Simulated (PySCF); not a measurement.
## Electron correlation in Cr⁺ (chromium, charge +1)

[Ar] 3d4 4s1, high-spin 6D determinant (an excited configuration). All numbers are calculated (PySCF 2.14, the non-relativistic Hamiltonian (point nucleus), in aug-cc-pVTZ (8s7p5d3f2g, 93 functions)). Frozen: [Ar]; 5 electrons correlated.

```tsv
level	correlation energy (mhartree)
CCSD	-60.61
(T)	-0.85
CCSD(T)	-61.46
```

Diagnostics: T1 = 0.0081, D1 = 0.0169, largest double amplitude 0.021.

Cost of the coupled-cluster step: about 5 core-seconds, for 5 correlated electrons.

Iterations:

```
CC2 = 0
CCSD nocc = (np.int64(5), np.int64(0)), nmo = (84, 84)
frozen orbitals [[0, 1, 2, 3, 4, 5, 6, 7, 8], [0, 1, 2, 3, 4, 5, 6, 7, 8]]
max_cycle = 100
direct = 0
conv_tol = 1e-08
conv_tol_normt = 1e-06
diis_space = 8
diis_start_cycle = 0
Init t2, MP2 energy = -0.0540635616164077
Init E_corr(UCCSD) = -0.0540635616292538
cycle = 1  E_corr(UCCSD) = -0.0593276829803751  dE = -0.00526412135  norm(t1,t2) = 0.0213381
cycle = 2  E_corr(UCCSD) = -0.0602162391579403  dE = -0.000888556178  norm(t1,t2) = 0.00798879
cycle = 3  E_corr(UCCSD) = -0.0606233619851819  dE = -0.000407122827  norm(t1,t2) = 0.00356735
cycle = 4  E_corr(UCCSD) = -0.0605948326326251  dE = 2.85293526e-05  norm(t1,t2) = 0.000760566
cycle = 5  E_corr(UCCSD) = -0.0606084898903748  dE = -1.36572577e-05  norm(t1,t2) = 0.000301867
cycle = 6  E_corr(UCCSD) = -0.0606100234775272  dE = -1.53358715e-06  norm(t1,t2) = 8.73661e-05
cycle = 7  E_corr(UCCSD) = -0.0606088605036706  dE = 1.16297386e-06  norm(t1,t2) = 3.77944e-05
cycle = 8  E_corr(UCCSD) = -0.0606090786058905  dE = -2.1810222e-07  norm(t1,t2) = 1.24296e-05
cycle = 9  E_corr(UCCSD) = -0.0606090704122808  dE = 8.19360972e-09  norm(t1,t2) = 2.37182e-06
cycle = 10  E_corr(UCCSD) = -0.0606090684936949  dE = 1.91858589e-09  norm(t1,t2) = 9.338e-07
UCCSD converged
E(UCCSD) = -1043.161920998441  E_corr = -0.06060906849369492
UCCSD(T) correction = -0.000850848397015524
```
